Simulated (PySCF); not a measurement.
Computed with r2SCAN-D4/def2-TZVP in PySCF 2.14.0. Gas-phase values, no solvent. One relaxed conformer stands for a flexible species; it need not be the lowest. Excitations are Tamm–Dancoff values on a coarser integration grid. The basis has no diffuse functions, so Rydberg states are missing or too high.

Reference species (SMILES): `[Cl][Ga]([Cl])[Cl]` (neutral, multiplicity 1).

```yaml
T1 excitation (TDA): 5.52 eV
LUMO: -2.62 eV
HOMO–LUMO gap: 5.78 eV
```

After one change: the T1 excitation (TDA) decreases by 0.68 eV; the LUMO rises by 0.98 eV; the HOMO–LUMO gap falls by 0.67 eV.

Name the change that produced these shifts. The new species is one of these.
A. `[SH][Ga]([Cl])[Cl]` (H–S–Ga–Cl torsion 180°)
B. `[SH][Ga]([SH])[Cl]` (H–S–Ga–Cl torsion 0°, Cl–Ga–S–H torsion -180°)
C. `[SH][Ga]([SH])[SH]`

C, `[SH][Ga]([SH])[SH]`
